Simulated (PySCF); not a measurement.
Zn(OMe)(SH) (CH4OSZn), SMILES [Zn]([SH])[O]C. Geometry: r2SCAN-D4/def2-SVP. Other conformers were not sampled.

Computed equilibrium geometry at r2SCAN-D4/def2-SVP (PySCF confirms it by a frequency run) as Cartesian coordinates in Å (one conformer of several):
```xyz
8

Zn     0.0659     0.0557     0.0839
O      1.2711    -0.7631    -0.9145
C      1.0399    -1.4470    -2.1116
H      0.6160    -0.8057    -2.9130
H      1.9999    -1.8410    -2.4955
H      0.3608    -2.3185    -1.9991
S     -1.2427     1.1283     1.4190
H     -1.4786     0.0285     2.1724
```
